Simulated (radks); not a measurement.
The niobium ion Nb+, 40 electrons, occupied as [Ar] 3d10 4s1 4p6 4d5 (not the ground configuration). Method: Dirac Kohn-Sham, PBE, spin-unpolarised, spherical densities, finite nucleus; open shells fill j = l - 1/2 first; Fermi nuclear charge, rms radius 4.324 fm; computed with a radial shooting solver on a logarithmic mesh with Libxc functionals.

Unscreened Slater integrals over Kohn-Sham orbitals (cm^-1). Large and small components are both included.

integral          value
F0(4d5/2,4d5/2)  102030
F2(4d5/2,4d5/2)   49814
F4(4d5/2,4d5/2)   32063
F0(4d5/2,4d3/2)  102560
F2(4d5/2,4d3/2)   50087
G2(4d5/2,4d3/2)   50075
G4(4d5/2,4d3/2)   32237
F0(4d5/2,4p3/2)  120390
F2(4d5/2,4p3/2)   56248
G1(4d5/2,4p3/2)   68569
G3(4d5/2,4p3/2)   41441
F0(4d5/2,4p1/2)  121260
G3(4d5/2,4p1/2)   40812
F0(4d3/2,4d3/2)  103100
F2(4d3/2,4d3/2)   50370
F0(4d3/2,4p3/2)  121250
F2(4d3/2,4p3/2)   56917
G1(4d3/2,4p3/2)   69637
G3(4d3/2,4p3/2)   42096
F0(4d3/2,4p1/2)  122140
G1(4d3/2,4p1/2)   68660
F0(4p3/2,4p3/2)  152250
F2(4p3/2,4p3/2)   79903
F0(4p3/2,4p1/2)  154030
G2(4p3/2,4p1/2)   80708
F0(4p1/2,4p1/2)  155900
